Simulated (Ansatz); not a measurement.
`C[Si](F)(Cl)I` + HCl → `F[Si](Cl)(Cl)I` + CH₄  (ligand exchange at the Si–C bond)

Isolated molecules relaxed with PBE0-D4/def2-TZVP in Ansatz; ΔE leaves out vibrations. CBS: MP2 limit from def2 TZ/QZ plus the TZ coupled-cluster correction, frozen cores. This one scheme is used for every species. Functionals use def2-TZVPP. def2 core potentials past Kr. For I outer-core shells are correlated without core-valence functions, which leaves a few kJ/mol of doubt a bond.

(1) Is it downhill or uphill in electronic energy at CCSD(T)/CBS, and by how much? (Estimate.)

(2) What do these levels give: ωB97X-V, PBE-QIDH, revPBE, RPA@PBE/def2-TZVPP, SCS-MP2/def2-TZVPP, CCSD/CBS(def2)? (Estimate.)

Largest T1 diagnostic among the species: 0.009.

Answers

(1) Ansatz gave: Downhill: ΔE = -19.1 kcal/mol.

(2) Ansatz gave: ωB97X-V -19.1, PBE-QIDH -19.3, revPBE -19.4, RPA@PBE/def2-TZVPP -17.7, SCS-MP2/def2-TZVPP -19.4, CCSD/CBS(def2) -19.0 kcal/mol.

Leaving LDA and LC-ωPBE aside and taking each functional with its dispersion term where it has one, the values, not all of them listed here, spread over 1.6 kcal/mol, from B97M-V to ωB97X-V. LDA lies +1.2 kcal/mol from PBE without D4.
